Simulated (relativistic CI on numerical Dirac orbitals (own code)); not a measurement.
Computed by Dirac-Coulomb-Breit CI, separate exchange-only KLI orbitals for each configuration, model QED, unscaled Slater integrals (own radial code, finite nucleus).

CI space (outside the closed core [Ne]): 3s, 3p, 3d, 4s, 4p, 4d, 4f, 5s, 5p, 5d, 5f, 5g, 6s, 6p, 6d, 7s, 7p. Levels of other configurations are missing.

At this charge energies of transitions that change n are usually good to better than 1 %, and those within a shell (Δn = 0) to a few per cent.

Outline of the computed level scheme of Gd LIV. Lowest level of each configuration: 3s ²S1/2 at 0.00 eV; 3p ²P°1/2 at 128.11 eV; 3d ²D3/2 at 473.63 eV; 4s ²S1/2 at 2288.44 eV; 4p ²P°1/2 at 2341.44 eV; 4d ²D3/2 at 2478.01 eV; 4f ²F°5/2 at 2528.14 eV; 5s ²S1/2 at 3307.06 eV; 5p ²P°1/2 at 3333.72 eV.

Some strong electric-dipole decays among the lowest 15 levels: 4f ²F°7/2 → 3d ²D5/2 (1.2e+14 s⁻¹); 4f ²F°5/2 → 3d ²D3/2 (1.2e+14 s⁻¹); 4d ²D5/2 → 3p ²P°3/2 (6.0e+13 s⁻¹); 4d ²D3/2 → 3p ²P°1/2 (4.8e+13 s⁻¹); 4p ²P°1/2 → 3s ²S1/2 (3.0e+13 s⁻¹); 4s ²S1/2 → 3p ²P°3/2 (2.2e+13 s⁻¹); 4p ²P°3/2 → 3s ²S1/2 (2.1e+13 s⁻¹); 5p ²P°1/2 → 3s ²S1/2 (1.6e+13 s⁻¹).
